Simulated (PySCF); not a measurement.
# Energy of Pm⁺ (promethium, charge +1) between two integer charges

The 6s alpha orbital of [Xe] 4f5 6s1 is emptied in steps (occupation f), with all orbitals relaxed, ending at [Xe] 4f5. Computed with PySCF 2.14 in def2-SVP with the def2 core potential (28 electrons), with scalar relativity through the core potential. The exact energy is a straight line in f; departures are measured from the line between the end points of the same method.

```
   f  BLYP (eV)
   1      0.000
0.75     -0.488
 0.5     -0.652
0.25     -0.489
   0      0.000
```

```csv
method,E(f=0) − E(f=1) (eV),−ε at f=1 (eV),−ε at f=0.5 (eV)
BLYP,11.191,8.592,11.189
```

Orbital energy along the path (eV):

| f | BLYP |
| --- | --- |
| 1 | -8.592 |
| 0.75 | -9.886 |
| 0.5 | -11.189 |
| 0.25 | -12.495 |
| 0 | -13.794 |

Reference removal energy between the ground levels: 10.938 ± 0.02 eV (semi-empirical (NIST evaluation); NIST Atomic Spectra Database, ionization energies). The calculation has no spin-orbit coupling.
